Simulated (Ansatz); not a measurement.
This geometry of F2GeH2 + H (6 atoms, charge 0, multiplicity 2) is a first-order saddle point.

These are results of UKS B3LYP-D4/def2-SVP in Ansatz, not measurements.

```xyz
6
Properties=species:S:1:pos:R:3
Ge 0.060 -0.103 -0.013
F 0.029 -0.050 1.960
H 1.495 0.032 -0.580
F -0.785 1.360 -0.454
H -0.774 -1.278 -0.581
H -0.085 0.145 3.157
```

Q: Which two structures does it join? (They come from a converged band through this point; their orientation in space is the band's.)

A: Bonds broken: Ge1–F2. Bonds formed: F2–H6. F2GeH2 + H becomes FGeH2 + FH.

Image 0:

```xyz
6
Properties=species:S:1:pos:R:3
Ge 0.001 -0.003 -0.168
F -0.183 0.307 1.532
H 1.496 0.052 -0.499
F -0.771 1.337 -0.955
H -0.791 -1.270 -0.505
H 0.188 -0.317 4.084
```

Image 6:

```xyz
6
Properties=species:S:1:pos:R:3
Ge -0.196 0.340 -0.079
F 0.395 -0.686 2.495
H 1.352 0.251 -0.211
F -0.721 1.251 -1.495
H -0.893 -1.045 -0.212
H 0.003 -0.005 2.990
```

Q: How far does it lie above each of them?

A: 22.2 kcal/mol above the first and 30.4 kcal/mol above the second. This is the barrier of this one path; another mechanism may lie lower.

Run time: 2.7 min on 2 threads of Intel(R) Xeon(R) 6975P-C (Granite Rapids), with other jobs on the host, peak memory 0.24 GiB.
